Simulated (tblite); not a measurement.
Species: C₅H₉NSi₂ (charge +1 and doublet state).
Geometry (GFN2-xTB, Å), atoms numbered from 1 in this order:
```
atom  x, y, z in Å
N1     4.331    3.051   -0.660
C2     3.716    2.119   -0.393
C3     2.967    1.021   -0.081
C4     2.286    0.053    0.196
Si5    1.346   -1.468    0.628
C6    -0.547   -1.017    0.032
C7    -1.062    0.105    0.804
Si8   -2.965    0.509    0.216
H9     1.251   -1.664    2.070
H10    1.679   -2.598   -0.233
H11   -1.083   -1.946    0.200
H12   -0.452   -0.814   -1.030
H13   -0.530    1.036    0.636
H14   -1.155   -0.097    1.867
H15   -3.663   -0.762    0.385
H16   -2.811    0.931   -1.172
H17   -3.316    1.553    1.173
```

Computed with GFN2-xTB (tblite): harmonic, unscaled wavenumbers at the GFN2-xTB geometry, gas phase. The method is semi-empirical: single wavenumbers can be off by several per cent or more. Modes of hydrogen on silicon can be 10 to 20 % off. One conformer, not necessarily the lowest. Open shells enter through the occupations alone, without spin polarisation, and single modes of such species can be off by tens of per cent.

Harmonic wavenumbers (cm⁻¹): 30.4, 51.4, 93.6, 109.9, 132.7, 140.5, 153.3, 203.8, 237.7, 273.7, 445.6, 471.7, 478.0, 482.3, 493.0, 498.7, 504.0, 518.1, 550.2, 655.0, 695.2, 708.8, 726.3, 734.7, 749.4, 754.8, 1023.8, 1054.9, 1105.6, 1138.3, 1166.6, 1209.4, 1420.2, 1447.5, 2226.8, 2305.4, 2310.5, 2318.0, 2327.0, 2332.2, 2339.9, 3016.7, 3019.5, 3025.4, 3038.0.

A = 1967, B = 521.3, C = 424.0 MHz; mass 139.027 u (most abundant isotopes); point group C1, symmetry number 1; spin multiplicity 2.

**Question.** Zero-point energy?

**Answer.** ½Σν̃ = 24359 cm⁻¹ = 291.40 kJ/mol.

**Question.** What is S at 350 K and 1 bar for an ideal gas of classical rigid rotors and harmonic oscillators?

**Answer.** Translation 173.73, rotation 131.62, vibration 193.16, spin (R ln 2) 5.76: S = 504.3 J/(mol K).

**Question.** And Cp and H(350 K) − H(0)?

**Answer.** Cp = 209.72 J/(mol K), of which vibrations give 176.46 (their classical limit is 45 R = 374.2); H(350 K) − H(0) = 45.60 kJ/mol without the zero-point energy, 33.95 from vibrations.

**Question.** Which modes carry the vibrational entropy at 350 K?

**Answer.** 30.4 cm⁻¹: 25.61; 51.4 cm⁻¹: 21.25; 93.6 cm⁻¹: 16.31; 109.9 cm⁻¹: 14.99; 132.7 cm⁻¹: 13.46; 140.5 cm⁻¹: 12.99 J/(mol K); the other 39 give 88.55 together.

**Question.** How do the functions run with temperature in this model?

**Answer.** 
```tsv
T (K)	S (J/(mol K))	Cp (J/(mol K))	H − H(0) (kJ/mol)	G − H(0) (kJ/mol)	ln q(vib)
100	323.0	94.8	6.39	-25.91	2.75
200	404.8	147.2	18.50	-62.47	6.38
300	473.3	191.8	35.55	-106.45	9.88
500	586.4	250.7	80.32	-212.89	16.36
800	716.6	303.1	164.05	-409.26	24.80
1000	786.9	326.6	227.14	-559.79	29.71
```

q(vib) and H(0) count from the zero-point level.

**Question.** Blend soft modes into free rotors: weight 1/[1 + (100 cm⁻¹/ν̃)⁴] for the oscillator and the rest for a rotor with moment μB/(μ + B), μ = h/(8π²ν), B = 10⁻⁴⁴ kg m². What vibrational entropy results?

**Answer.** 175.57 J/(mol K) in place of 193.16, which changes −T·S at 350 K by +6.16 kJ/mol.

Hindered rotation and anharmonicity are outside this model. Other conformers, if any are populated, would add a mixing term that is left out. The structure is chiral; the term R ln 2 for an equal mix with its mirror image is left out.

The run took 0.6 s wall on Arm Neoverse V2, one thread, no GPU (shared host). The figure is for the frequency step alone.
